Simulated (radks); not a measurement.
Task: Ionisation of the calcium ion Ca+, [Ar] 4s1, to [Ar] as the strength of local exchange is varied. Method: non-relativistic Kohn-Sham, Slater X-alpha exchange (alpha = 2/3 is LDA exchange), no correlation, spin-polarised, spherical densities, point nucleus; open shells are filled with parallel spins first; computed with a radial shooting solver on a logarithmic mesh with Libxc functionals.

alpha  E(Ca+) (hartree)  exchange (hartree)  IE (eV)  -e of the level emptied (eV)  <r> of it (bohr)
0.662        -673.74472           -32.18215   11.445                    8.835 (4s)             3.632
0.75         -678.03387           -36.65033   11.988                    9.420 (4s)             3.549
0.803        -680.62787           -39.36286   12.321                    9.780 (4s)             3.502
0.86         -683.42667           -42.29811   12.684                   10.175 (4s)             3.452
0.871        -683.96787           -42.86671   12.754                   10.252 (4s)             3.442
0.917        -686.23483           -45.25201   13.052                   10.577 (4s)             3.404
?            -673.98782           -32.43483   11.476                    8.868 (4s)             3.627

Which alpha was used in the last row?

Result: alpha = 0.667. NIST Atomic Spectra Database: 11.872 eV (measured). The Delta-SCF value meets it near alpha = 0.73.
